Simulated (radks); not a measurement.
The arsenic anion As- inside a hard spherical wall (all orbitals vanish at R), configuration held at [Ar] 3d10 4s2 4p4 and not refilled when levels cross. Calculated with a radial shooting solver on a logarithmic mesh with Libxc functionals: non-relativistic Kohn-Sham, PBE, spin-unpolarised, spherical densities, point nucleus. Eigenvalues in eV, with the zero of energy where the potential of the charges vanishes at infinity; a dash marks a level that is unbound or too diffuse for the functional's potential to be trusted. A positive occupied level is held by the wall or, in an anion where self-interaction has pushed it up, behind a barrier. The pressure on the wall is -dE/dV.

| R (bohr) | E (hartree) | kinetic (hartree) | e(3p) | e(3d) | e(4s) | e(4p) | e(5s, empty) | e(5p, empty) | pressure (GPa) |
|---|---|---|---|---|---|---|---|---|---|
| 15 | -2235.53852 | 2234.121 | -125.09 | -34.547 | -7.213 | 1.069 | 2.750 | 3.346 | 0.00151 |
| 8 | -2235.52261 | 2234.193 | -124.04 | -33.494 | -6.313 | 1.905 | 6.380 | 9.052 | 0.429 |
| 6 | -2235.45816 | 2234.461 | -121.96 | -31.434 | -4.721 | 3.568 | 12.008 | 16.738 | 4.71 |
| 5 | -2235.32822 | 2234.972 | -119.30 | -28.800 | -2.755 | 5.821 | 19.343 | 25.837 | 20.3 |
| 4 | -2234.90017 | 2236.505 | -113.68 | -23.265 | 1.640 | 11.125 | 36.222 | 45.360 | 112 |
| 3.5 | -2234.34632 | 2238.321 | -108.72 | -18.404 | 6.064 | 16.528 | 53.126 | 64.100 | 297 |
| 2 | -2222.98275 | 2271.206 | -66.033 | 23.902 | 68.874 | 88.670 | 258.30 | 276.44 | 14600 |
| 1.5 | -2197.08237 | 2342.158 | -14.009 | 79.327 | 189.72 | 216.03 | 570.55 | 583.74 | 102000 |
